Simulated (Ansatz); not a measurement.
Job for Ansatz (a first-principles code): U-PBE/def2-TZVPP on O (SMILES [O]).

Ansatz 0.2 input:
```yaml
crystal:
  periodic: [false, false, false]
  atoms:
    - {symbol: O, position_ang: [0.00000000, 0.00000000, 0.00000000]}
basis:
  gaussian:
    orbitals: def2-TZVPP
hamiltonian:
  xc: {name: PBE}
magnetization: {spin_polarized: true, initial_magnetization: 2}
```

Question: Predict the final total energy.

Answer: -75.0097 hartree.
